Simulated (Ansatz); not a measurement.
Computed with Ansatz on PBE0-D4/def2-TZVP structures; ΔE is electronic, products minus reactants. CCSD(T)/CBS adds triple-zeta CCSD(T) − MP2 to the extrapolated MP2 energy (def2 sets, frozen cores). This one scheme is used for every species. Functionals use def2-TZVPP. Open shells (•) are unrestricted, without spin–orbit coupling. Each species was taken in one conformer, which may not be the lowest.

Reaction (hydrogen abstraction from the Si–H bond): `N[SiH](O)O` + `[SiH3]`• → `N[Si](O)O`• + SiH₄

```csv
species,CAM-B3LYP energy (Eh)
`N[SiH](O)O`,-497.88843
`[SiH3]`•,-291.23955
`N[Si](O)O`•,-497.23092
SiH₄,-291.89123
```

Work out ΔE.

ΔE = (-497.23092) + (-291.89123) − (-497.88843) − (-291.23955) = 0.00583 Eh = +3.7 kcal/mol. CCSD(T)/CBS gives +4.3 kcal/mol.

Largest T1 diagnostic among the species: 0.015.

At CCSD(T), def2-SVP lies +1.8 kcal/mol from the extrapolated value and def2-TZVPP +0.8 kcal/mol. From PBE to PBE0 (25 % exact exchange), in def2-TZVPP and without D4, ΔE moves by +1.8 kcal/mol.
